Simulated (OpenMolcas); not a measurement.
Computed levels of 5d in ions with 69 electrons, in cm-1 above ²D_3/2.

```
Program             : OpenMolcas
Method              : SS-CASPT2, IPEA 0.25 Eh, imaginary shift 0.1 Eh
Basis               : ANO-R2
Scalar Hamiltonian  : X2C, finite nucleus
Spin-orbit coupling : state interaction with AMFI integrals over the reference wave functions, term energies averaged over their components
```

Active space for each ion: 1 electron in 10 orbitals (5d 6d); closed shells correlated by CASPT2: 5s 5p.

| Level | Hf3+ | Ta4+ | W5+ | Os7+ |
| --- | --- | --- | --- | --- |
| ²D_5/2 | 5660 | 7225 | 9519 | 13687 |

Question: Estimate ²D_5/2 for Re6+ from its neighbours W5+ and Os7+.

Answer: ²D_5/2 is fine structure, which grows about as the fourth power of a screened charge, so the fourth roots are averaged: ((9519^0.25 + 13687^0.25) / 2)^4 = 11461. The calculation gives 11247, so the estimate is off by +1.9 %.

With one active electron outside closed inactive shells, the extra shells (6d) add no correlation to the reference. With one active electron, CASPT2 adds the correlation within the correlated inactive shells and between them and that electron, and leaves the splitting within a term as the reference gives it. Only configurations of the active space appear.
